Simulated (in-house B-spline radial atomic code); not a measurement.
RPA and G0W0 for Pb⁻, [Xe] 4f14 5d10 6s2 6p3, highest spin, as one setting changes: the share of exact exchange in the PBE hybrid start. A dash marks a level of low quasi-particle weight. Computed with a B-spline radial code for spherical atoms: all electrons, scalar-relativistic (spin-free one-electron X2C), finite nucleus, each spin shell either full or empty, empty states to l = 9 with an (l + 1/2)⁻⁴ tail; G0W0 by contour deformation at full frequency.

The anion's configuration is assumed.

Without the two-electron picture change, the correlation of inner shells comes somewhat too large for so heavy an element.

Spin-orbit coupling, left out, splits p levels strongly here.

```json
{"share of exact exchange in the PBE hybrid start": "0.5", "mean-field level (eV)": "-0.379", "G0W0 level (eV)": "-", "RPA correlation (Eh)": "-7.1097"}
{"share of exact exchange in the PBE hybrid start": "0.6", "mean-field level (eV)": "-0.670", "G0W0 level (eV)": "6p up -1.422", "RPA correlation (Eh)": "-7.0618"}
{"share of exact exchange in the PBE hybrid start": "0.7", "mean-field level (eV)": "-0.970", "G0W0 level (eV)": "6p up -1.464", "RPA correlation (Eh)": "-7.0151"}
{"share of exact exchange in the PBE hybrid start": "0.8", "mean-field level (eV)": "?", "G0W0 level (eV)": "?", "RPA correlation (Eh)": "?"}
{"share of exact exchange in the PBE hybrid start": "0.9", "mean-field level (eV)": "?", "G0W0 level (eV)": "?", "RPA correlation (Eh)": "?"}
{"share of exact exchange in the PBE hybrid start": "1", "mean-field level (eV)": "-1.914", "G0W0 level (eV)": "6p up -1.508", "RPA correlation (Eh)": "-6.8816"}
```

Q: What belongs in the row for 0.9?

A: mean-field level (eV): -1.593; G0W0 level (eV): 6p up -1.502; RPA correlation (Eh): -6.925.

Q: What belongs in the row for 0.8?

A: mean-field level (eV): -1.278; G0W0 level (eV): 6p up -1.489; RPA correlation (Eh): -6.9695.

Q: At what share of exact exchange does G0W0 leave the highest level unchanged?

A: Near 0.87, where the shift changes sign (-0.211 eV at 0.8, +0.091 eV at 0.9).
